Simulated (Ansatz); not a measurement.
Task: Name a neutral molecule of Ag, C, P, S and H with LUMO energy (B3LYP/def2-TZVPP) between -0.75 and -0.45 eV and LUMO energy (PBE0/def2-TZVPP) between -0.50 and -0.20 eV (Ansatz, PBE0-D4/def2-TZVP geometry).

Result: `CC[P+](CC)(CC)[Ag-][S]C` (-0.54 eV, -0.32 eV). Other molecules can fit too; these were computed, each in one conformer that needn't be the lowest.

B3LYP here is the variant with VWN-RPA as its local correlation; programs differ in this.
